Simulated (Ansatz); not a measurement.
```xyz
2

Si    0.0000    0.0000    0.0000
O     0.0000    0.0000    5.0120
```

Basis set: pcseg-2 (spherical functions). Some runs use density fitting. Charge 0, multiplicity 3.

Computed with Ansatz (development build ahead of 0.2.0); each method stands on the lowest determinant of its kind that the runs found. Restricted functionals stand beside restricted open-shell atoms, which can lie above the unrestricted atoms usual in DFT and then raise those values.

Q: Give the atomization energy at this shape (free ground-state atoms in the same class of orbitals less the molecule, no zero-point energy) of triplet SiO in separate pieces by ωB97X (restricted open-shell), PBE0 (restricted open-shell).

A:

```tsv
method	atomization energy
ωB97X (restricted open-shell)	-1.03 eV
PBE0 (restricted open-shell)	-1.21 eV
```

Caution: charge can spread falsely over distant fragments; stretched shape with no unrestricted run beside it, a lower state can exist; the molecule lies well above its atoms at this level; the shape is not the minimum.
